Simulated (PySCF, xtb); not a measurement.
Al(Cl)(NHMe)(OH) (CH5AlClNO), SMILES C[NH][Al]([OH])[Cl]. Other conformers were not sampled.

Harmonic wavenumbers (cm⁻¹) from GFN2-xTB (xtb 6.7.1) at its own minimum, in rising order: 96, 102, 151, 166, 251, 257, 286, 412, 474, 502, 703, 912, 1023, 1107, 1126, 1315, 1414, 1487, 1497, 2915, 2938, 3021, 3389, 3790.

Question: What does PBE-D3(BJ)/def2-SVP run with PySCF give at its own minimum? (The exact figures need the calculation; the answer reports its results.)

Answer: 100, 101, 150, 176, 234, 272, 290, 483, 497, 598, 725, 886, 1048, 1098, 1137, 1338, 1401, 1417, 1445, 2916, 2970, 3048, 3512, 3829. Paired by order, the mean absolute difference is 30 cm⁻¹ and the zero-point energies are 41.9 and 42.4 kcal/mol.
